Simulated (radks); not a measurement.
Task: Dy II, configuration [Xe] 4f10 6s1. All-electron calculation, Dirac Kohn-Sham, PBE, spin-unpolarised, spherical densities, point nucleus; open shells fill j = l - 1/2 first. Program: a radial shooting solver on a logarithmic mesh with Libxc functionals. Some entries of the table are withheld. Estimate them.

| orbital | occ. | eigenvalue (eV) | <r^2> (bohr^2) |
|---|---|---|---|
| 1s1/2 | 2 | -53608.94 | 0.0006093 |
| 2s1/2 | 2 | -8927.292 | (1) |
| 2p1/2 | 2 | -8489.854 | (2) |
| 2p3/2 | 4 | -7689.585 | (3) |
| 3s1/2 | 2 | (4) | 0.06275 |
| 3p1/2 | 2 | -1801.164 | (5) |
| 3p3/2 | 4 | -1634.969 | (6) |
| 3d3/2 | 4 | -1307.690 | 0.05171 |
| 3d5/2 | 6 | -1271.403 | 0.05364 |
| 4s1/2 | 2 | -398.9727 | 0.3172 |
| 4p1/2 | 2 | -323.8055 | 0.3327 |
| 4p3/2 | 4 | -286.6836 | 0.3712 |
| 4d3/2 | 4 | -163.0174 | 0.4234 |
| 4d5/2 | 6 | -156.2982 | 0.4388 |
| 5s1/2 | 2 | -55.2846 | 1.911 |
| 5p1/2 | 2 | -35.1171 | 2.465 |
| 5p3/2 | 4 | -30.4329 | 2.836 |
| 4f5/2 | 6 | -9.9053 | 1.034 |
| 4f7/2 | 4 | -9.0296 | 1.095 |
| 6s1/2 | 1 | -8.8403 | 15.58 |

Result: 
(1) 2s1/2 <r^2> (bohr^2): 0.009459
(2) 2p1/2 <r^2> (bohr^2): 0.006846
(3) 2p3/2 <r^2> (bohr^2): 0.008073
(4) 3s1/2 eigenvalue (eV): -1991.796
(5) 3p1/2 <r^2> (bohr^2): 0.05827
(6) 3p3/2 <r^2> (bohr^2): 0.06522
